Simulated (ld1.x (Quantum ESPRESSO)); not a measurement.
## What the settings do to the ultrasoft potential of Cu

Base potential:

Cu (Z = 29), ultrasoft, made with ld1.x (Quantum ESPRESSO) 7.5 (PBE, scalar-relativistic). Core [Ne], reference 3s2 3p6 3d9 4s2 4p0. Waves: 3s (bound): rcut 1.25, rcutus 1.45 bohr; 4s (bound): rcut 1.25, rcutus 1.45 bohr; 3p (bound): rcut 1.10, rcutus 1.50 bohr; 4p (bound, empty): rcut 1.10, rcutus 1.50 bohr; 3d (bound): rcut 0.65, rcutus 0.75 bohr; 3d channel at -0.35 Ry: rcut 0.65, rcutus 0.75 bohr. Local part: all-electron potential smoothed inside 1.45 bohr (lloc = -2). Core correction: Bessel-smoothed model core, default radius (core density twice the valence density). Augmentation charge: PSQ, inside the norm-conserving radii.

All-electron outer shells of the reference configuration (PBE, scalar-relativistic, ld1.x):

| shell | level (eV) | outermost node (bohr) | outermost maximum (bohr) |
| --- | --- | --- | --- |
| 2s | -1068.26 | 0.07 | 0.20 |
| 2p | -922.70 | – | 0.16 |
| 3s | -120.00 | 0.29 | 0.61 |
| 3p | -77.31 | 0.26 | 0.62 |
| 3d | -9.52 | – | 0.60 |
| 4s | -5.81 | 0.88 | 2.16 |
| 4p | -1.17 | 0.96 | 3.14 |

Cutoffs, loose and tight: the cutoffs (Ry, on a coarse ladder) from which the occupation-weighted sum of valence levels, in a spherical-Bessel basis at the reference potential, stays within 10 and 1 mRy of its value at 400 Ry. They do not see the model core or the augmentation charge, which bear on the density cutoff. Test errors are all-electron minus pseudo excitation energies from the reference, over the configurations 3s2 3p6 3d10 4s1 4p0; 3s2 3p6 3d10 4s0 4p0; 3s2 3p6 3d9 4s0 4p0; 3s2 3p6 3d9 4s1 4p0; 3s2 3p6 3d8 4s0 4p0; 3s2 3p5 3d10 4s1 4p0; 3s2 3p6 3d7 4s0 4p0. A dash means not determined; rows that change the core or the reference have their own tests.

| change | outcome | cutoff, loose | cutoff, tight | bound ghosts | largest test error (meV) |
| --- | --- | --- | --- | --- | --- |
| base | generated | 260 Ry | over 300 Ry | none | test run stopped at test 4 of 7 (negative rho), 3 before it not solved |
| waves 3d (bound): rcut 0.46, rcutus 0.48 bohr; 3d channel at -0.35 Ry: rcut 0.46, rcutus 0.48 bohr | generated | over 300 Ry | over 300 Ry | none | test run stopped at test 1 of 7 (negative rho) |
| waves 3d (bound): rcut 0.52, rcutus 0.56 bohr; 3d channel at -0.35 Ry: rcut 0.52, rcutus 0.56 bohr | generated | over 300 Ry | over 300 Ry | none | test run stopped at test 1 of 7 (negative rho) |
| waves 3d (bound): rcut 0.62, rcutus 0.66 bohr; 3d channel at -0.35 Ry: rcut 0.62, rcutus 0.66 bohr | generated | 300 Ry | over 300 Ry | none | test run stopped at test 1 of 7 (negative rho) |
| waves 3d (bound): rcut 0.65, rcutus 0.76 bohr; 3d channel at -0.35 Ry: rcut 0.65, rcutus 0.76 bohr | failed: chargeps: negative rho | – | – | – | – |
| waves 3d (bound): rcut 0.65, rcutus 0.84 bohr; 3d channel at -0.35 Ry: rcut 0.65, rcutus 0.84 bohr | generated | 200 Ry | over 300 Ry | none | test run stopped at test 1 of 7 (negative rho) |
| waves 3d (bound): rcut 0.65, rcutus 0.92 bohr; 3d channel at -0.35 Ry: rcut 0.65, rcutus 0.92 bohr | generated | 180 Ry | 300 Ry | none | test run stopped at test 1 of 7 (negative rho) |
| waves 3d (bound): rcut 0.65, rcutus 1.02 bohr; 3d channel at -0.35 Ry: rcut 0.65, rcutus 1.02 bohr | generated | 140 Ry | 260 Ry | none | test run stopped at test 1 of 7 (negative rho) |
| waves 3d (bound): rcut 0.65, rcutus 1.12 bohr; 3d channel at -0.35 Ry: rcut 0.65, rcutus 1.12 bohr | generated | 120 Ry | 200 Ry | none | test run stopped at test 1 of 7 (negative rho) |

Reading the sweep of the d radius (base included, trends over the rows without a ghost): The loose cutoff falls from 300 Ry at 0.66 to 120 Ry at 1.12 bohr. A larger radius leaves more room for a smooth pseudo-wave, so fewer plane waves are needed; a smaller one forces it to follow the all-electron wave where it bends sharply. The generation fails at 0.76 bohr.
